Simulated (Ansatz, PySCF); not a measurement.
Process, species as SMILES: C[C@H]1CO1 + 3 C (CH4) + O (H2O) → 2 CC (C2H6) [ethane] + 2 CO (CH4O)
Each molecule is optimised on its own at B3LYP-D3(BJ)/def2-TZVP (Ansatz, a first-principles code).

Quantity: bond separation energy (enthalpy at 298 K, with B3LYP-D3(BJ) rigid-rotor harmonic-oscillator terms from PySCF), in kJ/mol. Valence correlation only, unless marked. No spin-orbit coupling. No relativistic terms. Basis-set limits of correlation are two-point, X^-3; Hartree-Fock from the larger set. [CCSD(T)-MP2]/basis is that difference in the basis named.

Level to compare with: RI-MP2/CBS(cc-pVTZ,cc-pVQZ)+[CCSD(T)-MP2]/cc-pVTZ (Ansatz), -14.3 kJ/mol. It is a level with limits of its own, and the differences hold the functionals' basis error too.

### Question
Rank these functionals by how close they come to RI-MP2/CBS(cc-pVTZ,cc-pVQZ)+[CCSD(T)-MP2]/cc-pVTZ, closest first: r2SCAN0/def2-TZVPD (Ansatz); BHLYP/def2-TZVPD (Ansatz); BLYP/def2-TZVPD (Ansatz).

### Answer
r2SCAN0/def2-TZVPD (hybrid meta-GGA, -17.1 kJ/mol, difference -2.8), BLYP/def2-TZVPD (GGA, -4.3 kJ/mol, difference 10.0), BHLYP/def2-TZVPD (global hybrid, -29.5 kJ/mol, difference -15.2)
